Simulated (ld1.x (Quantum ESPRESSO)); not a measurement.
## Sb: one change to a TM potential, before and after

ld1.x (Quantum ESPRESSO) 7.5 input, shortened:

```
&input
   title='Sb', zed=51., rel=1, dft='BLYP', iswitch=3,
   config='[Kr] 4d10 5s2 5p1'
 /
 &inputp
   pseudotype=2, tm=.true., lloc=0,
   nlcc=.true., rcore=1.10
 /
2
5P  2  1   1.00   0.00  1.70  1.70  0.0
5S  1  0   2.00   0.00  1.50  1.50  0.0
 &test
   configts(1)='5s2 5p1'
 /
```

Change: functional PBEsol.

Cutoffs: the cutoffs (Ry, on a coarse ladder) from which the occupation-weighted sum of valence levels, in a spherical-Bessel basis at the reference potential, stays within 10 and 1 mRy of its value at 400 Ry; they do not see the model core or the augmentation charge, which bear on the density cutoff. Errors are all-electron minus pseudo energies relative to the spin-unpolarised reference configuration.

Task: Predict the effect on cutoff, ghosts and configuration errors.

Result: The potential gets neither clearly harder nor softer (55 Ry and 140 Ry → 55 Ry and 140 Ry); both files keep a bound ghost (p); of the 7 tests that both files solve, the error grows in 3 and shrinks in 0 by more than 15 % and 0.3 meV (median size 18.5 → 19.3 meV).

```tsv
quantity	base	changed
cutoff, loose	55 Ry	55 Ry
cutoff, tight	140 Ry	140 Ry
bound ghosts	p	p
error for 5s2 5p3, meV [ΔE -24.11 → -24.36 eV]	-19	-19
error for 5s2 5p2, meV [ΔE -15.91 → -16.01 eV]	-6.5	-7.2
error for 5s2 5p0, meV [ΔE 24.47 → 24.44 eV]	-30	-34
error for 5s2 5p3.3, meV [ΔE -25.23 → -25.52 eV]	-21	-21
error for 5s1 5p3, meV [ΔE -7.15 → -7.25 eV]	-0.4	-1.6
error for 5s1 5p4, meV [ΔE -15.95 → -16.21 eV]	-4.2	-5.5
error for 5s1 5p0, meV [ΔE 68.91 → 68.78 eV]	-238	-274
s: phases at 1.84 bohr within 0.05 rad from the reference energy up to (Ry; the scan ends near 5)	-0.8	-0.8
p: phases at 1.84 bohr within 0.05 rad from the reference energy up to (Ry; the scan ends near 5)	to the end of the scan	to the end of the scan
```

 A true bound ghost makes a file unfit for plane-wave use even where its test errors are small: the radial tests pick states by their node count and pass the ghost by.
